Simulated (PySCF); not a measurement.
Te(Me)(SiMe3) (C4H12SiTe), SMILES [Te]([Si](C)(C)C)C.

The structure is a stationary point at B3LYP-D3(BJ)/def2-SVP. The def2 effective core potentials stand for the cores of Te; spin–orbit coupling is left out. The values are those of a single conformer.

Calculation: PySCF 2.14.0 with TDA-M06-2X/def2-SVPD.

Vertical excitations. 

Computed excitation energies, oscillator strengths and character:
| state | energy (eV) | λ (nm) | f | main pairs |
|---|---|---|---|---|
| S1 | 3.85 | 322 | 0.001 | HOMO→LUMO 85 %, HOMO→LUMO+4 13 % |
| S2 | 5.05 | 246 | 0.035 | HOMO→LUMO+1 83 % |
| S3 | 5.65 | 219 | 0.063 | HOMO→LUMO+2 71 %, HOMO→LUMO+4 18 % |
| S4 | 5.72 | 217 | 0.016 | HOMO−1→LUMO 80 % |
| S5 | 6.02 | 206 | 0.002 | HOMO→LUMO+4 64 %, HOMO→LUMO+2 23 % |
| S6 | 6.03 | 206 | 0.038 | HOMO→LUMO+3 97 % |
| T1 | 3.46 | 358 | 0 | HOMO→LUMO 80 %, HOMO→LUMO+4 15 % |
| T2 | 4.68 | 265 | 0 | HOMO→LUMO+1 63 %, HOMO→LUMO+5 16 % |
Triplets are in the Tamm–Dancoff approximation.
